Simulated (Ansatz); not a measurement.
Calculated with Ansatz (gas phase, PBE0-D4/def2-TZVP geometries, no zero-point term in ΔE). CBS: MP2 limit from def2 TZ/QZ plus the TZ coupled-cluster correction, frozen cores. This one scheme is used for every species. For Se outer-core shells are correlated without core-valence functions, which leaves a few kJ/mol of doubt a bond. Scalar relativity is left out up to krypton. Each species was taken in one conformer, which may not be the lowest.

Consider the formal exchange of groups at the Si–Se bond: `C[SiH2][Se]C` + `[CH3][AlH][SH]` → `C[SiH2][CH2][AlH][SH]` + `C[SeH]`.

```tsv
species	CCSD(T)/CBS(def2) energy (Eh)
`C[SiH2][Se]C`	-2770.73796
`[CH3][AlH][SH]`	-680.89694
`C[SiH2][CH2][AlH][SH]`	-1010.45821
`C[SeH]`	-2441.15625
```

(1) Work out ΔE.

Largest T1 diagnostic among the species: 0.011.

## Answers

(1) ΔE = (-1010.45821) + (-2441.15625) − (-2770.73796) − (-680.89694) = 0.02044 Eh = +53.7 kJ/mol.

In def2-TZVPP, CCSD(T) changes the Hartree–Fock value by −8.0 kJ/mol (the triples alone add −0.5 kJ/mol) and MP2 by −4.1 kJ/mol. The D4 term adds −3.9 kJ/mol with B3LYP and −2.5 kJ/mol with PBE0; it sums over pairs of atoms, weighted by their polarisabilities, and B3LYP, whose exchange is more repulsive, gets the larger term.

B3LYP here is the variant with VWN-RPA as its local correlation; programs differ in this.
